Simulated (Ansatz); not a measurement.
Cost and result for the atomization energy of C2H6BClSi, SMILES `B/C([SiH3])=C\Cl` (11 atoms, 10 bonds).

Cartesian coordinates in Å:
```
B -0.1311 1.2145 -1.1523
C -0.2269 0.0188 -0.1848
Si 1.1399 -0.2524 1.0613
C -1.2431 -0.8568 -0.1743
Cl -2.6159 -0.8313 -1.2048
H 0.8063 1.9565 -1.0812
H -0.9713 1.4180 -1.9753
H 0.8445 -1.4553 1.8882
H 1.2635 0.9331 1.9495
H 2.4375 -0.4472 0.3627
H -1.3035 -1.6979 0.5110
```

Total charge 0; spin multiplicity 1. All single points use the PBE0-D4/def2-TZVP geometry. Program: Ansatz. All runs use 4 threads of an Arm Neoverse V1 on a shared host. Times are those of one run each, without the atoms' runs, and a repeat can differ threefold. Electronic energies, without spin–orbit coupling; frozen cores. CCSD(T)/CBS adds CCSD(T) − MP2 in def2-TZVPP to the MP2 limit, and its time is that of the two runs behind it. T1 = 0.012; the RHF reference is unstable towards UHF. B3LYP takes the VWN-RPA correlation (the form of Gaussian; ORCA's B3LYP/G).

CCSD(T)/CBS is a level of theory with its own doubt, some kJ/mol a heavy atom from the limit and from the frozen cores, so smaller differences don't rank the functionals.

```
                             level  functions  wall time  atomization (kcal/mol)  difference from CCSD(T)/CBS  per bond
   PBE-D4/def2-TZVPP (with forces)        261      3.1 s                   946.6                         19.3       1.9
                PBE0-D4/def2-TZVPP        261      4.4 s                   935.1                          7.8       0.8
r2SCAN-D4/def2-TZVPP (with forces)        261        6 s                   936.4                          9.1       0.9
 B3LYP-D4/def2-TZVPP (with forces)        261      6.5 s                   932.2                          4.9       0.5
                 B2PLYP/def2-TZVPP        261        7 s                   921.0                         -6.3      -0.6
                ωB97X-V/def2-TZVPP        261      9.5 s                   933.1                          5.8       0.6
  ωB97M-V/def2-TZVPP (with forces)        261       15 s                   933.8                          6.5       0.6
                    MP2/def2-QZVPP        491       44 s                   932.5                          5.2       0.5
                CCSD(T)/def2-TZVPP        261    2.9 min                   905.5                        -21.8      -2.2
                 CCSD(T)/CBS(def2)          –    3.6 min                   927.3                          0.0       0.0
```

In def2-TZVPP, CCSD(T) changes the Hartree–Fock value by +202.0 kcal/mol (the triples alone add +14.0 kcal/mol) and MP2 by +216.1 kcal/mol; breaking electron pairs costs correlation energy, which Hartree–Fock lacks. From PBE to PBE0 (25 % exact exchange), in def2-TZVPP and without D4, the atomization energy moves by −10.6 kcal/mol: exact exchange takes away binding that semilocal exchange gives to molecules. The D4 term adds +10.2 kcal/mol with B3LYP and +5.3 kcal/mol with PBE0; it sums over pairs of atoms, weighted by their polarisabilities, and B3LYP, whose exchange is more repulsive, gets the larger term.
